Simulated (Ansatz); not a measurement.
Consider the dimerisation: 2 `BO` → `[BH2-]1[OH+][BH2-][OH+]1`.

Gas-phase electronic energies from Ansatz, PBE0-D4/def2-TZVP geometries. CCSD(T)/CBS is the MP2 limit (def2-TZVPP, def2-QZVPP) plus CCSD(T) − MP2 in def2-TZVPP, frozen cores. This one scheme is used for every species.

| species | CCSD(T)/CBS(def2) energy (Eh) |
| --- | --- |
| `BO` | -101.80414 |
| `[BH2-]1[OH+][BH2-][OH+]1` | -203.62165 |

Q: Work out ΔE.

A: ΔE = (-203.62165) − 2 × (-101.80414) = -0.01337 Eh = -35.1 kJ/mol.

Largest T1 diagnostic among the species: 0.014.

In def2-TZVPP, CCSD(T) changes the Hartree–Fock value by −56.0 kJ/mol (the triples alone add −5.5 kJ/mol) and MP2 by −60.2 kJ/mol. From BLYP to BHLYP (50 % exact exchange), in def2-TZVPP and without D4, ΔE moves by −24.8 kJ/mol. The D4 term adds −12.3 kJ/mol with B3LYP and −6.4 kJ/mol with PBE0; it sums over pairs of atoms, weighted by their polarisabilities, and B3LYP, whose exchange is more repulsive, gets the larger term.

B3LYP here is the variant with VWN-RPA as its local correlation; programs differ in this.
